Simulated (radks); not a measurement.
Values are calculated unless marked as measured or tabulated.
Ionisation of neutral lithium, [He] 2s1, to [He] as the strength of local exchange is varied. Code: a radial shooting solver on a logarithmic mesh with Libxc functionals. Model: non-relativistic Kohn-Sham, Slater X-alpha exchange (alpha = 2/3 is LDA exchange), no correlation, spin-polarised, spherical densities, point nucleus; open shells are filled with parallel spins first.

alpha  E(Li) (hartree)  exchange (hartree)  IE (eV)  -e of the level emptied (eV)  <r> of it (bohr)
0.602         -7.04831            -1.34204    4.729                    2.427 (2s)             4.065
0.667         -7.19415            -1.50622    5.029                    2.735 (2s)             3.934
0.76          -7.40609            -1.74763    5.475                    3.202 (2s)             3.763
0.944         -7.83671            -2.24774    6.418                    4.220 (2s)             3.471
0.983         -7.92991            -2.35757    6.628                    4.451 (2s)             3.415

NIST Atomic Spectra Database: 5.392 eV (measured). The Delta-SCF value meets it near alpha = 0.74.
